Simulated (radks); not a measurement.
Q: Au XXI, configuration [Kr] 4d10 4f12 5s1. Calculated with a radial shooting solver on a logarithmic mesh with Libxc functionals: scalar-relativistic Kohn-Sham, PBE, spin-unpolarised, spherical densities, point nucleus. Some entries of the table are withheld. Estimate them.

| orbital | occ. | eigenvalue (hartree) | <r^2> (bohr^2) |
|---|---|---|---|
| 1s | 2 | -2987.863 | (1) |
| 2s | 2 | -542.5664 | 0.005990 |
| 2p | 6 | (2) | 0.005045 |
| 3s | 2 | -142.1108 | 0.03858 |
| 3p | 6 | -121.5029 | 0.03965 |
| 3d | 10 | (3) | 0.03281 |
| 4s | 2 | -44.73136 | 0.1830 |
| 4p | 6 | (4) | 0.2068 |
| 4d | 10 | -29.69022 | 0.2282 |
| 4f | 12 | -20.57221 | (5) |
| 5s | 1 | -19.58554 | 0.7306 |

A: 
(1) 1s <r^2> (bohr^2): 0.0003929
(2) 2p eigenvalue (hartree): -471.5320
(3) 3d eigenvalue (hartree): -99.54892
(4) 4p eigenvalue (hartree): -37.88608
(5) 4f <r^2> (bohr^2): 0.2431
